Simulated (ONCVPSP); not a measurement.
Varying the ONCV potential for Ge

Base potential:

- Element: Ge
- Generator: ONCVPSP 4.0.1
- Type: optimised norm-conserving Vanderbilt (ONCV)
- Functional: PBEsol
- Relativity: scalar-relativistic
- Frozen core: [Ar] 3d10
- Valence charge: 4
- Reference configuration: 4s1 4p3
- Partial waves: 4s: rc 1.60 bohr, ncon 3, nbas 7, qcut 4.7 1/bohr, 1 projector; 4p: rc 2.10 bohr, ncon 3, nbas 8, qcut 4.5 1/bohr, 2 projectors, debl 1.2 Ha
- Local potential: polynomial inside 1.35 bohr (lpopt 5, dvloc0 4 Ha)
- Core correction: Teter function, fcfact 2.25, rcfact 1.6

All-electron outer shells of the reference configuration (PBEsol, scalar-relativistic, ld1.x):

```tsv
shell	level (eV)	outermost node (bohr)	outermost maximum (bohr)
3p	-117.22	0.23	0.54
3d	-31.05	–	0.50
4s	-12.70	0.77	1.73
4p	-4.59	0.82	2.16
```

Cutoffs, loose and tight: the cutoffs (Ha) at which the residual kinetic energy of the hardest occupied pseudo-wave falls to 1 and 0.1 mHa per electron. They do not see the model core or the augmentation charge, which bear on the density cutoff. Test errors are all-electron minus pseudo excitation energies from the reference, over the configurations 4s2 4p2; 4s2 4p1; 4s2 4p0; 4s0 4p4. A dash means not determined; rows that change the core or the reference have their own tests.

```tsv
change	outcome	cutoff, loose	cutoff, tight	bound ghosts	GHOST(+) flags above zero	largest test error (meV)
base	generated	8.9 Ha	12 Ha	none	none	-97
p: rc 1.52	generated	8.9 Ha	12 Ha	none	none	-100
p: rc 1.7	generated	8.9 Ha	12 Ha	none	none	-96
p: rc 1.84	generated	8.9 Ha	12 Ha	none	none	-95
p: rc 2.02	generated	8.9 Ha	12 Ha	none	none	-96
p: rc 2.24	generated	8.9 Ha	12 Ha	none	none	-99
p: rc 2.44	generated	8.9 Ha	12 Ha	none	none	-104
p: rc 2.66	generated	8.9 Ha	12 Ha	none	none	-110
p: rc 2.8	generated	8.9 Ha	12 Ha	none	none	-115
p: rc 3.02	generated	8.9 Ha	12 Ha	none	none	-122
```

Reading the sweep of the p radius (base included, trends over the rows without a ghost): The loose cutoff stays near 8.9 Ha. The median size of the test errors (rows with all tests solved) is not monotonic: lowest 2.6 meV at 2.44 bohr, highest 8.3 meV at 1.52 bohr.
